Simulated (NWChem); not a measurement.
System: Si₂H₅O₂F; SMILES O[SiH](O)[SiH2]F

Output (shortened):

```
             Northwest Computational Chemistry Package (NWChem) 7.3.0
             --------------------------------------------------------

 C1  symmetry detected

                             Geometry "geometry" -> ""
                             -------------------------

 Output coordinates in angstroms (scale by  1.889725989 to convert to a.u.)

  No.       Tag          Charge          X              Y              Z
 ---- ---------------- ---------- -------------- -------------- --------------
    1 O                    8.0000     1.51190033     1.24206171    -0.44939230
    2 Si                  14.0000     0.11250264     0.86454359     0.37001535
    3 O                    8.0000    -1.17558108     1.81474864    -0.08428568
    4 Si                  14.0000    -0.57281991    -1.27607306    -0.26965616
    5 F                    9.0000     0.54329586    -2.35045590     0.25382309
    6 H                    1.0000     2.18546179     1.73556693     0.02649273
    7 H                    1.0000     0.38568746     1.01503747     1.83756510
    8 H                    1.0000    -1.14787709     2.75477130     0.11841039
    9 H                    1.0000    -0.67933454    -1.39939144    -1.75291880
   10 H                    1.0000    -1.87971257    -1.64495143     0.35043785

 Effective nuclear repulsion energy (a.u.)     304.0128278395

  pbe96 is a nonlocal functional; adding pw91lda local functional.

                                 NWChem DFT Module
                                 -----------------

 Summary of "ao basis" -> "ao basis" (spherical)
 ------------------------------------------------------------------------------
       Tag                 Description            Shells   Functions and Types
 ---------------- ------------------------------  ------  ---------------------
 O                          def2-svp                 6       14   3s2p1d
 Si                         def2-svp                 8       18   4s3p1d
 F                          def2-svp                 6       14   3s2p1d
 H                          def2-svp                 3        5   2s1p

            General Information
            -------------------
          SCF calculation type: DFT
          Wavefunction type:  closed shell.
          No. of atoms     :    10
          No. of electrons :    58
           Alpha electrons :    29
            Beta electrons :    29
          Charge           :     0
          Spin multiplicity:     1
          Use of symmetry is: off; symmetry adaption is: off
          Maximum number of iterations: 150
          AO basis - number of functions:   103
                     number of shells:    49
          Convergence on energy requested:  1.00D-06
          Convergence on density requested:  1.00D-05
          Convergence on gradient requested:  5.00D-04

              XC Information
              --------------
                     Hartree-Fock (Exact) Exchange  1.000
                     LC-wPBE(h)Exchange Functional  1.000
            Perdew 1991 LDA Correlation Functional  1.000 local
           PerdewBurkeErnz. Correlation Functional  1.000 non-local

           Range-Separation Parameters
           ---------------------------
           Alpha           :  0.00
           Beta            :  1.00
           Gamma           :  0.40
           Short-Range HF  :     F

             Grid Information
             ----------------
          Grid used for XC integration:  medium
          Radial quadrature: Mura-Knowles
          Angular quadrature: Lebedev.
          Tag              B.-S. Rad. Rad. Pts. Rad. Cut. Ang. Pts.
          ---              ---------- --------- --------- ---------
          O                   0.60       49          11.0       434
          Si                  1.10       88          11.0       590
          F                   0.50       49          13.0       434
          H                   0.35       45          13.0       434
          Grid pruning is: on
          Number of quadrature shells:   548
          Spatial weights used:  Erf1

      Superposition of Atomic Density Guess
      -------------------------------------

 Sum of atomic energies:        -828.64830282

      Non-variational initial energy
      ------------------------------

 Total energy =    -829.957217
 1-e energy   =   -1753.953864
 2-e energy   =     619.983819
 HOMO         =      -0.306569
 LUMO         =       0.009334

     ---------------------------------------------
      Total Density - Mulliken Population Analysis
     ---------------------------------------------

    Atom       Charge   Shell Charges
 -----------   ------   -------------------------------------------------------
    1 O    8     8.78   1.99  1.10  0.64  3.10  1.95  0.00
    2 Si  14    13.02   2.00  1.99  0.95  0.19  5.93  0.95  0.73  0.28
    3 O    8     8.77   1.99  1.10  0.63  3.09  1.95  0.00
    4 Si  14    13.25   2.00  1.99  0.98  0.27  5.94  1.00  0.90  0.17
    5 F    9     9.59   1.99  1.14  0.78  3.52  2.14  0.00
    6 H    1     0.65   0.52  0.07  0.06
    7 H    1     1.11   0.70  0.40  0.01
    8 H    1     0.65   0.52  0.07  0.06
    9 H    1     1.09   0.70  0.38  0.01
   10 H    1     1.09   0.70  0.38  0.01

   convergence    iter        energy       DeltaE   RMS-Dens  Diis-err
 ---------------- ----- ----------------- --------- --------- ---------
 d= 0,ls=0.0,diis     1   -831.5147182258 -1.14D+03  1.20D-02  1.26D+00
 d= 0,ls=0.0,diis     2   -831.5605122507 -4.58D-02  4.97D-03  1.03D+00
 d= 0,ls=0.0,diis     3   -831.6468016467 -8.63D-02  7.44D-04  1.26D-02
 d= 0,ls=0.0,diis     4   -831.6480557862 -1.25D-03  1.90D-04  4.88D-04
 d= 0,ls=0.0,diis     5   -831.6481058174 -5.00D-05  7.75D-05  1.46D-04
  Resetting Diis
 d= 0,ls=0.0,diis     6   -831.6481200242 -1.42D-05  3.30D-05  6.44D-06
 d= 0,ls=0.0,diis     7   -831.6481212014 -1.18D-06  6.23D-06  1.40D-07
 d= 0,ls=0.0,diis     8   -831.6481212371 -3.58D-08  1.98D-06  5.83D-08

[...]
```

Level: LC-wPBE (HJS exchange hole, range parameter 0.4 per bohr)/def2-SVP. Geometry: optimised at PBE0/def2-SVP.

Which NWChem input produces such a log?

One answer among several that fit: the input that was run:
```
start job
memory heap 200 mb stack 900 mb global 1100 mb
geometry units angstroms noautoz
  O      1.554780     1.127186    -0.549778
  Si     0.158766     0.777360     0.287497
  O     -1.124349     1.731003    -0.173610
  Si    -0.551062    -1.368060    -0.307821
  F      0.559541    -2.443030     0.226074
  H      2.236634     1.622987    -0.088307
  H      0.445271     0.951771     1.749850
  H     -1.086502     2.674233     0.011810
  H     -0.670792    -1.517114    -1.787709
  H     -1.856127    -1.713690     0.329283
end
basis spherical
  * library def2-svp
end
dft
  xc xwpbe 1.00 cpbe96 1.0 hfexch 1.00
  cam 0.4 cam_alpha 0.0 cam_beta 1.0
  iterations 150
  mulliken
end
task dft energy
```
